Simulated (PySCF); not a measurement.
## Atomic charges by several schemes

Species: C5H10FPSi.
Structure used (GFN2-xTB), in Å, numbered top down from 1:
```xyz
18
C5H10FPSi angstrom
F     -3.4512    0.0868   -0.4412
C     -2.3866    0.9218   -0.2108
C     -1.0945    0.1746   -0.0736
C     -0.9582   -1.1324   -0.2369
C      0.3926   -1.7553   -0.0783
Si     1.5378   -0.2898    0.3592
P      3.2073   -0.0828   -1.1323
C      0.1161    0.9974    0.2720
H     -2.3484    1.6214   -1.0565
H     -2.6167    1.4804    0.7057
H     -1.7955   -1.7675   -0.4837
H      0.6797   -2.2658   -1.0000
H      0.3607   -2.5196    0.6982
H      2.1127   -0.3698    1.7101
H      3.5950    1.1726   -0.6993
H      2.4134    0.4453   -2.1367
H      0.2719    1.7704   -0.4833
H     -0.0448    1.5185    1.2166
```

Density: PBE0/pcSseg-1 (PySCF); schemes: Mulliken, IAO, Hirshfeld and ESP-fitted. The structure is a single GFN2-xTB conformer in the gas phase; no vibrational or solvent corrections.

Question: Tabulate the Mulliken, IAO, Hirshfeld and ESP-fitted charges.

Answer: In e; atoms taken as equivalent share a row and are averaged (×n: the atom named and its like, n in all):

| atom | environment | Mulliken | IAO | Hirshfeld | ESP-fitted |
| --- | --- | --- | --- | --- | --- |
| F1 | alkyl fluorine | -0.335 | -0.326 | -0.114 | -0.215 |
| C2 | sp3 C–F carbon | +0.316 | +0.042 | +0.024 | -0.136 |
| C3 | fully substituted alkene carbon | -0.447 | -0.021 | -0.016 | +0.192 |
| C4 | alkene CH carbon | -0.044 | -0.158 | -0.059 | -0.132 |
| C5 | sp3 carbon bound to silicon | -0.477 | -0.541 | -0.163 | -0.432 |
| Si6 | SiH silicon | +0.660 | +0.723 | +0.324 | +0.568 |
| P7 | three-coordinate phosphorus | -0.210 | -0.104 | -0.024 | -0.419 |
| C8 | sp3 carbon bound to silicon | -0.445 | -0.550 | -0.165 | -0.596 |
| H9 | methylene hydrogen | +0.113 | +0.143 | +0.046 | +0.137 |
| H10 | methylene hydrogen | +0.111 | +0.142 | +0.046 | +0.141 |
| H11 | vinylic hydrogen | +0.082 | +0.158 | +0.041 | +0.125 |
| H12 | methylene hydrogen | +0.156 | +0.154 | +0.039 | +0.163 |
| H13 | methylene hydrogen | +0.156 | +0.158 | +0.042 | +0.130 |
| H14 | Si–H hydrogen | -0.045 | -0.113 | -0.078 | -0.098 |
| H15/H16 | P–H hydrogen | +0.056 | -0.003 | -0.009 | +0.134 |
| H17 | methylene hydrogen | +0.146 | +0.147 | +0.035 | +0.134 |
| H18 | methylene hydrogen | +0.150 | +0.151 | +0.039 | +0.169 |

Mean size of the charges over all atoms: ESP-fitted 0.225 e, Mulliken 0.223 e, IAO 0.202 e, Hirshfeld 0.071 e. Each set sums to the total charge, 0, to within 0.001 e. The IAO scheme projects the occupied orbitals on a minimal set of polarised atomic orbitals and counts the electrons in each atom's part of it. The Mulliken scheme gives each basis function's population to the atom it is centred on and halves the overlap population of two atoms between them.

Lowest charge. The schemes don't all agree: Mulliken C5 (-0.477); IAO C8 (-0.550); Hirshfeld C8 (-0.165); ESP-fitted C8 (-0.596).

Highest charge. All schemes agree: Mulliken Si6 (+0.660); IAO Si6 (+0.723); Hirshfeld Si6 (+0.324); ESP-fitted Si6 (+0.568).

Question: How closely do the schemes follow one another over all atoms?

Answer: Correlation coefficient and root-mean-square difference: IAO with Hirshfeld 0.98, 0.182 e; IAO with ESP-fitted 0.90, 0.122 e; Mulliken with IAO 0.89, 0.133 e; Mulliken with Hirshfeld 0.88, 0.199 e; Hirshfeld with ESP-fitted 0.85, 0.193 e; Mulliken with ESP-fitted 0.74, 0.202 e.

Question: How many electrons does the ESP-fitted scheme count on Si6?

Answer: Z − q = 14 − (+0.568) = 13.432.

Question: Sum the charges by element, for elements with more than one atom.

Answer: 
```tsv
element	atoms	Mulliken	IAO	Hirshfeld	ESP-fitted
C	5	-1.097	-1.228	-0.379	-1.103
H	10	+0.982	+0.934	+0.193	+1.169
```

These values come from a run that also computed NMR shieldings. Time: 39 s; peak memory 0.90 GiB. Hardware: an Arm Neoverse V1 with one thread, no GPU, shared host with 32 logical CPUs at a one-minute load of 29.
